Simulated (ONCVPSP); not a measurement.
## nitrogen (N): excitation energies, all-electron against ONCV

```
Element                 : nitrogen (N)
Generator               : ONCVPSP 4.0.1
Type                    : optimised norm-conserving Vanderbilt (ONCV)
Functional              : PBE
Relativity              : scalar-relativistic
Frozen core             : [He]
Valence charge          : 5
Reference configuration : 2s2 2p2 (charge +1)
Partial waves           : 2s: rc 0.86 bohr, ncon 4, nbas 7, qcut 8.7 1/bohr, 2 projectors, debl 3.6 Ha; 2p: rc 2.20 bohr, ncon 3, nbas 7, qcut 6.5 1/bohr, 2 projectors, debl 1.1 Ha; d scattering state at 0.16 Ha: rc 1.88 bohr, ncon 4, nbas 8, qcut 5.9 1/bohr, 2 projectors, debl 2.2 Ha
Local potential         : polynomial inside 0.66 bohr (lpopt 5, dvloc0 0 Ha)
Core correction         : Teter function fitted to the true core (icmod 2), fcfact 0.25
```

Energies are relative to the spin-unpolarised reference configuration 2s2 2p2; without spin polarisation the order of configurations can differ from experiment.

```
valence configuration  charge  ΔE all-electron (eV)  error AE − PS (meV)
              2s2 2p3       0               -13.591                 +103
              2s1 2p3      +1                11.781                 -4.0
```

What are ΔE and the potential's error for 2s2 2p1?

ΔE = 28.854 eV all-electron; the error (AE − PS) is +305 meV.

What are ΔE and the potential's error for 2s2 2p0?

ΔE = 75.935 eV all-electron; the error (AE − PS) is +1785 meV.

Levels in the configuration 2s2 2p1:

| level | all-electron (eV) | pseudo (eV) |
| --- | --- | --- |
| 2s | -49.160 | -48.841 |
| 2p | -37.512 | -36.772 |

Note: no bound ghost flagged; GHOST(+) flagged for d at 113.3 eV.
